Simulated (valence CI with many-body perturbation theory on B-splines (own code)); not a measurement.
Energy levels of Sb II

Calculated by valence CI with perturbative core correlation (CI+MBPT): four valence electrons over a frozen Dirac-Fock core [Kr] 4d10, radial functions for each j: 11 s, 11 p, 9 d, 7 f, 5 g, 2 h, 1 i, with the one-electron correlation potential Σ1 (screened to all orders), the two-electron term Σ2, the three-electron term Σ3, Breit, model QED; selected single and double excitations, second order for the rest, scaled by the run's own slope (own B-spline code, finite nucleus).

Set against measurement, 27 paired levels are off by 122 cm⁻¹ on average, the worst by 285. These come from a selection out of the NIST Handbook of Basic Atomic Spectroscopic Data. Levels without a partner in it may be off by more. Among the levels kept, up to 400 cm⁻¹ of a level comes from second order outside the variational space, and about a tenth of that is noise between levels of different J, which matters for small intervals.

Levels 1 to 45 of 80, with energies above the lowest level, 5s2.5p2 3P_0. "Leading %" is the weight of the configuration and term that name the level; weights of strongly mixed levels are sums over their largest components and can fall short. In the jj column 3d3/2^4 stands for four electrons in 3d with j = 3/2. Lifetimes count E1, E2, E3, M1 and M2 decay at the calculated energies, and are blank where another channel may lead or the interval is too uncertain; long ones can be off by a factor of two.

```csv
No.,Configuration,Term,J,E (eV),Leading %,Second component,Lifetime,Leading jj
1,5s2.5p2,3P,0,0.000,91,5 % 5s2.5p2 1S,,5s^2 5p1/2^2 (82 %)
2,5s2.5p2,3P,1,0.379,96,,2.04 s,5s^2 5p1/2 5p3/2 (96 %)
3,5s2.5p2,3P,2,0.701,80,16 % 5s2.5p2 1D,5.00 s,5s^2 5p1/2 5p3/2 (70 %)
4,5s2.5p2,1D,2,1.578,79,16 % 5s2.5p2 3P,248 ms,5s^2 5p3/2^2 (70 %)
5,5s2.5p2,1S,0,2.951,89,5 % 5s2.5p2 3P,36.8 ms,5s^2 5p3/2^2 (80 %)
6,5s.5p3,5S°,2,6.378,95,,673 ns,5s 5p1/2 5p3/2^2 (50 %)
7,5s.5p3,3D°,1,8.184,66,22 % 5s2.5p.5d 3D°,175 ns,5s 5p1/2^2 5p3/2 (31 %)
8,5s.5p3,3D°,2,8.210,63,20 % 5s2.5p.5d 3D°,532 ns,5s 5p1/2 5p3/2^2 (45 %)
9,5s.5p3,3D°,3,8.382,71,22 % 5s2.5p.5d 3D°,235 ns,5s 5p1/2 5p3/2^2 (71 %)
10,5s2.5p.6s,3P°,0,8.590,93,,1.17 ns,5s^2 5p1/2 6s (93 %)
11,5s2.5p.6s,3P°,1,8.640,70,22 % 5s2.5p.6s 1P°,1.09 ns,5s^2 5p1/2 6s (91 %)
12,5s2.5p.5d,1D°,2,8.958,51,16 % 5s2.5p.5d 3F°,21.5 ns,5s^2 5p1/2 5d3/2 (52 %)
13,5s2.5p.6s,3P°,2,9.348,82,,1.08 ns,5s^2 5p3/2 6s (82 %)
14,5s2.5p.6s,1P°,1,9.421,48,14 % 5s2.5p.6s 3P°,1.43 ns,5s^2 5p3/2 6s (62 %)
15,5s.5p3,3P°,0,9.494,63,30 % 5s2.5p.5d 3P°,28.9 ns,5s 5p1/2 5p3/2^2 (63 %)
16,5s2.5p.5d,3F°,2,9.495,60,8 % 5s2.5p.5d 3P°,12.5 ns,5s^2 5p1/2 5d3/2 (30 %)
17,5s.5p3,3P°,1,9.540,43,22 % 5s2.5p.5d 3P°,3.28 ns,5s 5p1/2 5p3/2^2 (32 %)
18,5s2.5p.5d,3F°,3,9.627,86,,5.22 ns,5s^2 5p1/2 5d5/2 (58 %)
19,5s.5p3,3P°,2,9.694,31,21 % 5s2.5p.5d 3P°,15.4 ns,5s^2 5p3/2 5d5/2 (49 %)
20,5s2.5p.5d,3F°,4,10.053,92,,677 ms,5s^2 5p3/2 5d5/2 (92 %)
21,5s2.5p.6p,3D,1,10.389,59,32 % 5s2.5p.6p 1P,14.7 ns,5s^2 5p1/2 6p1/2 (91 %)
22,5s2.5p.5d,3D°,1,10.559,47,16 % 5s.5p3 3D°,273 ps,5s^2 5p1/2 5d3/2 (65 %)
23,5s2.5p.6p,3P,1,10.666,39,19 % 5s2.5p.6p 1P,9.76 ns,5s^2 5p1/2 6p3/2 (88 %)
24,5s2.5p.5d,3D°,2,10.674,46,19 % 5s2.5p.5d 3P°,292 ps,5s^2 5p1/2 5d5/2 (46 %)
25,5s2.5p.6p,3D,2,10.682,66,15 % 5s2.5p.6p 1D,10.7 ns,5s^2 5p1/2 6p3/2 (88 %)
26,5s2.5p.6p,3P,0,10.726,81,11 % 5s2.5p.6p 1S,9.57 ns,5s^2 5p1/2 6p1/2 (86 %)
27,5s2.5p.5d,3D°,3,10.954,50,21 % 5s2.5p.5d 1F°,275 ps,5s^2 5p3/2 5d3/2 (41 %)
28,5s2.5p.5d,1P°,1,11.211,52,18 % 5s2.5p.5d 3D°,431 ps,5s^2 5p3/2 5d5/2 (39 %)
29,5s2.5p.6p,3P,1,11.235,39,36 % 5s2.5p.6p 1P,11.1 ns,5s^2 5p3/2 6p1/2 (50 %)
30,5s2.5p.5d,3P°,0,11.301,63,29 % 5s.5p3 3P°,316 ps,5s^2 5p3/2 5d3/2 (63 %)
31,5s2.5p.5d,3P°,2,11.317,32,24 % 5s2.5p.5d 3D°,286 ps,5s^2 5p3/2 5d3/2 (34 %)
32,5s2.5p.5d,1F°,3,11.325,65,20 % 5s2.5p.5d 3D°,294 ps,5s^2 5p3/2 5d5/2 (62 %)
33,5s2.5p.5d,3P°,1,11.333,49,23 % 5s.5p3 3P°,311 ps,5s^2 5p3/2 5d3/2 (33 %)
34,5s2.5p.6p,3D,3,11.350,92,,11.1 ns,5s^2 5p3/2 6p3/2 (92 %)
35,5s2.5p.6p,3P,2,11.371,56,24 % 5s2.5p.6p 3D,10.0 ns,5s^2 5p3/2 6p1/2 (73 %)
36,5s2.5p.6p,3S,1,11.529,74,14 % 5s2.5p.6p 3P,9.62 ns,5s^2 5p3/2 6p3/2 (49 %)
37,5s2.5p.6p,1D,2,11.636,66,24 % 5s2.5p.6p 3P,9.52 ns,5s^2 5p3/2 6p3/2 (75 %)
38,5s2.5p.6p,1S,0,12.019,79,11 % 5s2.5p.6p 3P,11.9 ns,5s^2 5p3/2 6p3/2 (84 %)
39,5s.5p3,3S°,1,12.163,77,6 % 5s.5p3 1P°,158 ps,5s 5p1/2 5p3/2^2 (53 %)
40,5s.5p3,1D°,2,12.266,53,18 % 5s2.5p.5d 1D°,270 ps,5s 5p1/2 5p3/2^2 (39 %)
41,5s2.5p.7s,3P°,0,12.484,93,,2.43 ns,5s^2 5p1/2 7s (93 %)
42,5s2.5p.7s,3P°,1,12.510,65,27 % 5s2.5p.7s 1P°,2.00 ns,5s^2 5p1/2 7s (92 %)
43,5s2.5p.6d,3F°,2,12.973,75,8 % 5s2.5p.6d 3D°,1.70 ns,5s^2 5p1/2 6d3/2 (79 %)
44,5s2.5p.6d,1P°,1,13.042,30,24 % 5s2.5p.6d 3D°,593 ps,5s^2 5p1/2 6d3/2 (62 %)
45,4f.5s2.5p,3G,3,13.050,58,28 % 4f.5s2.5p 1F,2.99 ns,4f5/2 5s^2 5p1/2 (90 %)
```

Names give the largest LS component (configuration and term), which can be under half, so a name can repeat, a term be missing and a line seem to break the LS rules; names also repeat where a configuration has a term twice.

The ionisation energy to 5s2.5p 2P°_1/2 of the next ion comes out as 16.664 eV (NIST: 16.626 ± 0.025 eV (measured)). All 80 levels together are meant to be complete up to 14.212 eV.
